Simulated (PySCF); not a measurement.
Cl₄MoO, multiplicity 1. Atoms are numbered in the order given.

```xyz
6

Mo     0.0000     0.0000     0.2747
O      0.0000     0.0000     1.9540
Cl     0.0000     0.0000    -2.1167
Cl    -1.9609    -1.1322     0.1729
Cl     0.0000     2.2643     0.1729
Cl     1.9609    -1.1322     0.1729
```
Charge 0, spin multiplicity 1.

Coordinates come from a B3LYP-D3(BJ)/def2-SVP optimisation. The multiplicity is an assumed one; no other spin state was optimised. The isomer is the one that the SMILES or the coordinates give; other isomers of the formula were not compared. The def2 effective core potentials stand for the cores of Mo; spin–orbit coupling is left out.

Method: PBE/def2-TZVP run with PySCF.

Atomic charges (e):

```json
[
 {"atom": "Mo1", "Mulliken": "1.12", "Löwdin": "-0.45"},
 {"atom": "O2", "Mulliken": "-0.31", "Löwdin": "-0.14"},
 {"atom": "Cl3", "Mulliken": "-0.24", "Löwdin": "0.01"},
 {"atom": "Cl4", "Mulliken": "-0.19", "Löwdin": "0.19"},
 {"atom": "Cl5", "Mulliken": "-0.19", "Löwdin": "0.19"},
 {"atom": "Cl6", "Mulliken": "-0.19", "Löwdin": "0.19"}
]
```
